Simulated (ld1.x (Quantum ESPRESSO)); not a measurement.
**Before and after: TM potential for O (Z = 8)**

ld1.x (Quantum ESPRESSO) 7.5 input, shortened:

```
&input
   title='O', zed=8., rel=1, dft='PZ', iswitch=3,
   config='[He] 2s2 2p2'
 /
 &inputp
   pseudotype=2, tm=.true., lloc=-1, rcloc=1.55,
   nlcc=.true.
 /
2
2S  1  0   2.00   0.00  0.60  0.60  0.0
2P  2  1   2.00   0.00  1.80  1.80  0.0
 &test
   configts(1)='2s2 2p2'
 /
```

All-electron outer shells of the reference configuration (LDA (PZ), scalar-relativistic, ld1.x):

| shell | level (eV) | outermost node (bohr) | outermost maximum (bohr) |
| --- | --- | --- | --- |
| 2s | -58.02 | 0.28 | 0.84 |
| 2p | -43.35 | – | 0.74 |

Change: all radii but the core radius scaled by about 1.17 (s 0.70, p 2.10 bohr); local potential all-electron potential smoothed inside 1.82 bohr (lloc = -1).

Cutoffs: the cutoffs (Ry, on a coarse ladder) from which the occupation-weighted sum of valence levels, in a spherical-Bessel basis at the reference potential, stays within 10 and 1 mRy of its value at 400 Ry; they do not see the model core or the augmentation charge, which bear on the density cutoff. Errors are all-electron minus pseudo energies relative to the spin-unpolarised reference configuration.

Question: What does the change do?

Answer: The bound ghost in s disappears; of the 9 tests that both files solve, the error grows in 9 and shrinks in 0 by more than 15 % and 0.3 meV (median size 74.3 → 660.2 meV). More of the atom is replaced by a form fitted at one configuration, so other configurations suffer.

| quantity | base | changed |
| --- | --- | --- |
| cutoff, loose | 200 Ry | 90 Ry |
| cutoff, tight | over 300 Ry | 200 Ry |
| loose cutoff by channel (10 mRy a level) | s 180 Ry, p 45 Ry | s 70 Ry, p 35 Ry |
| bound ghosts | s | none |
| error for 2s2 2p4, meV [ΔE -50.29 eV] | +73 | +660 |
| error for 2s2 2p3, meV [ΔE -33.71 eV] | +54 | +285 |
| error for 2s2 2p1, meV [ΔE 53.96 eV] | +198 | +617 |
| error for 2s1 2p5, meV [ΔE -35.71 eV] | +571 | +1216 |
| error for 2s2 2p3.5, meV [ΔE -43.93 eV] | +74 | +495 |
| error for 2s2 2p4.3, meV [ΔE -52.47 eV] | +62 | +722 |
| error for 2s0 2p6, meV [ΔE -21.06 eV] | +1077 | +1796 |
| error for 2s2 2p2 (spin-polarised), meV [ΔE -2.23 eV] | +4.5 | -61 |
| error for 2s2 2p4 (spin-polarised), meV [ΔE -51.70 eV] | +99 | +679 |

 A true bound ghost makes a file unfit for plane-wave use even where its test errors are small: the radial tests pick states by their node count and pass the ghost by.
